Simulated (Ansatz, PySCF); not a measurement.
FGeH6NSi, SMILES [NH]([SiH2]F)[GeH3].

Geometry optimised at B3LYP-D3(BJ)/def2-SVP. The structure was generated by enumeration, and PubChem lists no compound with its InChIKey, so it may never have been made. Other conformers were not sampled.

Vertical ionisation energy (IE) and electron affinity (EA) in eV. Rows of orbital energies are one-electron estimates. Where ΔSCF, EOM or ADC give a negative EA the extra electron is unbound and the value depends on the basis.

```json
[
 {"level": "−ε(HOMO), −ε(LUMO), HF/def2-TZVP (PySCF)", "IE": "11.21", "EA": "-2.99"},
 {"level": "−ε(HOMO), −ε(LUMO), PBE/def2-TZVP (PySCF)", "IE": "6.48", "EA": "0.79"},
 {"level": "ΔSCF, CAM-B3LYP/def2-SVPD (Ansatz), final states of multiplicity 2 and 2", "IE": "10.03", "EA": "-1.32"},
 {"level": "ΔSCF, PBE/def2-SVPD (Ansatz), final states of multiplicity 2 and 2", "IE": "?", "EA": "?"}
]
```

Task: What belongs in the gaps? (Estimate from the structure and the level; the computed values follow.)

Result: 
- ΔSCF, PBE/def2-SVPD (Ansatz, a first-principles code), final states of multiplicity 2 and 2, IE: 9.69
- ΔSCF, PBE/def2-SVPD (Ansatz), final states of multiplicity 2 and 2, EA: -1.03

Task: What vertical singlet–triplet gap does ΔSCF give with CAM-B3LYP/def2-SVPD (Ansatz) and with PBE/def2-SVPD (Ansatz)? (An estimate is asked for; the answer gives what the named calculation found.)

Result: 6.18 and 5.64 eV (triplet above singlet where positive).
